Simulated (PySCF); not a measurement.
**Copper: a sound run and one with changed settings**

Sound run: Cu⁺ [Ar] 3d10, Cu²⁺ [Ar] 3d9. All numbers are calculated (PySCF 2.14, the spin-free X2C one-electron Hamiltonian (Gaussian nucleus), in x2c-SVPall (5s3p3d1f, 36 functions)). In the sound run the correlated levels freeze [Ar]. The sound run starts from symmetry-adapted Hartree-Fock orbitals and uses a fine grid where one is needed.

Changed run: basis STO-3G, all-electron and non-relativistic. This setting is unsound on purpose.

| species | method | sound run (hartree) | changed run (hartree) | converged |
| --- | --- | --- | --- | --- |
| Cu⁺ | UHF | -1652.59959 | -1618.43525 | yes |
| Cu⁺ | B3LYP | -1654.20672 | -1619.53370 | yes |
| Cu⁺ | TPSS | -1654.18686 | -1619.54991 | yes |
| Cu⁺ | MP2 | -1652.87451 | -1618.43406 | yes |
| Cu²⁺ | UHF | -1651.96027 | -1619.11464 | yes |
| Cu²⁺ | B3LYP | -1653.43959 | -1620.14525 | yes |
| Cu²⁺ | TPSS | -1653.42352 | -1620.16531 | yes |
| Cu²⁺ | MP2 | -1652.12809 | -1619.11687 | yes |

Ionisation energy of Cu⁺:

```csv
method,sound run (eV),changed run (eV)
UHF,17.397,-18.487
B3LYP,20.875,-16.641
TPSS,20.771,-16.746
MP2,20.311,-18.580
SCS-MP2,19.936,-18.578
```

A minimal basis cannot let orbitals breathe on ionisation and holds almost no correlation. The Hamiltonian changed with the basis, so the totals do not compare. A negative ionisation energy or a positive MP2 energy shows that the occupation asked for is not the lowest one in this basis.

For comparison, NIST gives 20.292 eV between the lowest levels.
